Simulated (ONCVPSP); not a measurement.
**Before and after: ONCV potential for cadmium**

```
Element                 : cadmium
Generator               : ONCVPSP 4.0.1
Type                    : optimised norm-conserving Vanderbilt (ONCV)
Functional              : PBEsol
Relativity              : scalar-relativistic
Frozen core             : [Ar] 3d10
Valence charge          : 20
Reference configuration : 4s2 4p6 4d10 5s1 (charge +1)
Partial waves           : 4s+5s: rc 1.65 bohr, ncon 4, nbas 8, qcut 9.1 1/bohr, 2 projectors; 4p: rc 0.95 bohr, ncon 4, nbas 9, qcut 6.9 1/bohr, 2 projectors, debl 3.9 Ha; 4d: rc 1.25 bohr, ncon 4, nbas 7, qcut 6.5 1/bohr, 1 projector
Local potential         : polynomial inside 0.95 bohr (lpopt 5, dvloc0 0 Ha)
Core correction         : polynomial model core, fcfact 0.6
```

All-electron outer shells of the reference configuration (PBEsol, scalar-relativistic, ld1.x):

```tsv
shell	level (eV)	outermost node (bohr)	outermost maximum (bohr)
3d	-402.42	–	0.27
4s	-114.66	0.43	0.79
4p	-75.76	0.43	0.84
4d	-20.52	0.42	0.98
5s	-13.08	1.06	2.23
```

Change: s: qcut 7.6; p: qcut 5.8; d: qcut 5.5.

Cutoffs: the cutoffs (Ha) at which the residual kinetic energy of the hardest occupied pseudo-wave falls to 1 and 0.1 mHa per electron; they do not see the model core or the augmentation charge, which bear on the density cutoff. Errors are all-electron minus pseudo energies relative to the spin-unpolarised reference configuration.

What does the change do?

The potential gets neither clearly harder nor softer (267 Ha and 311 Ha → 271 Ha and 313 Ha); the p channel sets the loose cutoff, while the largest relative change is in s, which becomes softer; of the 4 tests that both files solve, the error grows in 2 and shrinks in 0 by more than 15 % and 0.3 meV (median size 2.8 → 3.2 meV); neither file shows a bound ghost.

```tsv
quantity	base	changed
cutoff, loose	267 Ha	271 Ha
cutoff, tight	311 Ha	313 Ha
loose cutoff by channel	s 24 Ha, p 267 Ha, d 97 Ha	s 19 Ha, p 271 Ha, d 104 Ha
bound ghosts	none	none
GHOST(+) flags under 300 eV	s at 146.4 eV	s at 126.0 eV
error for 4s2 4p6 4d10 5s2, meV [ΔE -9.31 eV]	+0.9	+0.7
error for 4s2 4p6 4d10 5s0, meV [ΔE 17.10 eV]	-4.7	-5.5
error for 4s2 4p6 4d9 5s0, meV [ΔE 55.09 eV]	-7.7	-9.0
error for 4s2 4p6 4d10 5s1 5p1, meV [ΔE -4.58 eV]	+0.9	+0.9
s: phases at 1.68 bohr within 0.05 rad from the reference energy up to (Ha; the scan ends near 5)	4.8	3.9
p: phases at 0.97 bohr within 0.05 rad from the reference energy up to (Ha; the scan ends near 5)	to the end of the scan	to the end of the scan
d: phases at 1.27 bohr within 0.05 rad from the reference energy up to (Ha; the scan ends near 5)	to the end of the scan	to the end of the scan
rms error of d²Exc/dni dnj with the model core, mHa	1.67	1.96
```
